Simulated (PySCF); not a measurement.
Computed IR spectrum (relative IR intensity) of a molecule C2H4NO, multiplicity 2. Geometry optimised at PBE0-D3(BJ)/def2-SVP. One conformer was computed; it need not be the lowest. These are PBE0-D3(BJ)/def2-SVP in PySCF values and carry that method's errors. Harmonic, unscaled wavenumbers; measured fundamentals usually lie a few per cent lower.

ν (cm⁻¹): 83 (vw), 203 (m), 343 (m), 662 (m), 942 (m), 1016 (m), 1116 (w), 1289 (s), 1368 (m), 1399 (w), 1418 (m), 1463 (m), 1682 (vs), 3006 (w), 3027 (vs), 3093 (w), 3138 (w) (against the strongest line: vs over 80 %, s over 45 %, m over 15 %, w over 4 %, vw less)

Problem. Pick the molecule that these values belong to.
A. C[N]C=O
B. CC([NH])=O
C. [CH2]C(N)=O

Solution. A, C[N]C=O
